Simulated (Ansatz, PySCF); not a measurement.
2-fluoropent-1-en-3-yne (C₅H₅F), SMILES C=C(F)C#CC. Atoms are numbered in the order given.

```xyz
11

C     -2.2368     0.1568     0.1930
C     -1.0453     0.3150    -0.3960
F     -0.9711     0.9054    -1.6063
C      0.2182    -0.0866     0.1301
C      1.2979    -0.4257     0.5713
C      2.5911    -0.8323     1.1011
H     -2.3041    -0.3192     1.1705
H     -3.1448     0.5038    -0.3029
H      2.7048    -1.9288     1.0778
H      2.7139    -0.5026     2.1459
H      3.4123    -0.3953     0.5100
```

Geometry: B3LYP-D3(BJ)/def2-SVP.

Two levels are set side by side: PBE-D3(BJ)/def2-SVP (Ansatz, a program for electronic structure) and B3LYP-D3(BJ)/def2-SVP (Ansatz). Each level has its own optimised geometry; the coordinates shown are those of the second. Frequencies come from the Hessian of PySCF at each geometry. Differences are taken from unrounded values.

| quantity | B3LYP-D3(BJ) | PBE-D3(BJ) | PBE-D3(BJ) minus B3LYP-D3(BJ) |
|---|---|---|---|
| mean bond length (Å) | 1.227 | 1.234 | 0.007 |
| bond C1–C2 (Å) | 1.338 | 1.350 | 0.011 |
| bond C2–F3 (Å) | 1.349 | 1.356 | 0.008 |
| bond C2–C4 (Å) | 1.426 | 1.425 | -0.001 |
| bond C4–C5 (Å) | 1.215 | 1.227 | 0.013 |
| bond C5–C6 (Å) | 1.456 | 1.453 | -0.002 |
| bond C1–H7 (Å) | 1.089 | 1.097 | 0.008 |
| bond C1–H8 (Å) | 1.091 | 1.099 | 0.008 |
| bond C6–H9 (Å) | 1.103 | 1.111 | 0.008 |
| bond C6–H10 (Å) | 1.102 | 1.111 | 0.008 |
| bond C6–H11 (Å) | 1.102 | 1.110 | 0.008 |
| highest harmonic wavenumber (cm⁻¹) | 3285 | 3225 | -60 |
| mean harmonic wavenumber (cm⁻¹) | 1324 | 1286 | -38 |
| zero-point energy (kcal/mol) | 51.09 | 49.64 | -1.46 |

GGA bonds tend to be longer and softer than those of functionals with exact exchange. Differences between two approximate levels are no errors against the true value.
